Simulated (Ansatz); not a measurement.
CH6O2Si2 (`O[SiH]1OC[SiH2]1`). Total charge 0; spin multiplicity 1.

```tsv
atom	x (Å)	y (Å)	z (Å)
O1	-1.064	-0.419	-2.077
Si2	-0.550	-0.847	-0.578
O3	-1.168	0.079	0.662
C4	-0.089	0.909	1.153
Si5	1.393	0.177	0.166
H6	-1.798	-0.904	-2.456
H7	-0.915	-2.276	-0.367
H8	-0.301	1.959	0.933
H9	-0.013	0.794	2.238
H10	2.344	-0.604	1.003
H11	2.161	1.133	-0.677
```

**Question.** List the harmonic frequencies (cm⁻¹, unscaled) at PBE0-D4/def2-TZVP in Ansatz. (An estimate is asked.)

**Answer.** Ansatz gave: 75, 148, 240, 286, 404, 433, 466, 543, 650, 698, 731, 779, 825, 839, 877, 931, 967, 1017, 1205, 1261, 1475, 2198, 2214, 2226, 3053, 3106, 3918.

**Question.** Is this a minimum?

**Answer.** Yes, all 27 modes are real.

**Question.** Give the ideal-gas thermochemistry at 298.15 K and 1 bar (rigid rotor, harmonic oscillator; point group C1, symmetry number 1).

**Answer.** Zero-point energy 188.8 kJ/mol; H(298) − E = 209.7 kJ/mol; entropy 343.2 J/(mol·K), of which translation 167.0, rotation 112.5, vibration 63.7; G(298) − E = 107.4 kJ/mol. Modes under 100 cm⁻¹ are hindered rotations or soft bends, so the harmonic entropy is rough.

**Question.** Rotational constants (cm⁻¹)?

**Answer.** 0.1719, 0.08591, 0.06711.
